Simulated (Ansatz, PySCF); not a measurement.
Gas-phase reaction (SMILES): BrBBr + F (HF) -> FB(Br)Br + [H][H] (H2); hydrogen fluoride cleaves one B-H bond, a model of a ligand-exchange step.

Geometries: B3LYP-D3(BJ)/def2-TZVP minima from Ansatz (a program for electronic structure). Valence correlation only, unless marked. Spin-orbit coupling is left out. The frozen core is the preceding noble-gas configuration, with the filled d and f shells of earlier blocks. No relativistic terms. CBS(X,Y): correlation extrapolated as X^-3; Hartree-Fock from the larger set. Thermal terms are rigid-rotor harmonic-oscillator values from B3LYP-D3(BJ) frequencies (Ansatz or PySCF) at 298.15 K and 1 atm. 1 Eh = 627.5095 kcal/mol.

| species | E, CCSD(T)/CBS(aug-cc-pVTZ,aug-cc-pVQZ) (Ansatz) (Eh) | E, wB97M-V/def2-TZVPD (Ansatz) (Eh) | H - E (Eh) | G - E (Eh) |
|---|---|---|---|---|
| BrBBr | -5170.81651 | -5173.52908 | 0.01851 | -0.01457 |
| F (HF) | -100.39216 | -100.46200 | 0.01259 | -0.00713 |
| FB(Br)Br | -5270.07440 | -5272.87288 | 0.01343 | -0.02189 |
| [H][H] (H2) | -1.17444 | -1.16077 | 0.01336 | -0.00144 |

Task: Work out ΔE and ΔH, ΔG, ΔS and the equilibrium constant at 298.15 K at the first level, then ΔH at the second.

Result: 
1. ΔE = [(-5270.07440) + (-1.17444)] - [(-5170.81651) + (-100.39216)] = -0.04017 Eh = -25.2 kcal/mol at CCSD(T)/CBS(aug-cc-pVTZ,aug-cc-pVQZ).
2. The terms H - E add up to -0.00431 Eh, so ΔH = (-0.04017 + (-0.00431))×627.5095 = -27.9 kcal/mol.
3. The terms G - E add up to -0.00163 Eh, so ΔG = -26.2 kcal/mol, and ΔS = (-0.00431 - (-0.00163))×627509.5/298.15 = -5.6 cal/(mol K).
4. log10 K = -ΔG/(RT ln 10) = 19.2, with RT ln 10 = 1.3642 kcal/mol.
5. At wB97M-V/def2-TZVPD the same steps give ΔE = -26.7 and ΔH = -29.4 kcal/mol, a shift of -1.5 from the first level.
6. These values are not checked against measurement here, since the tables used lack a sound gas-phase enthalpy of formation for at least one species.
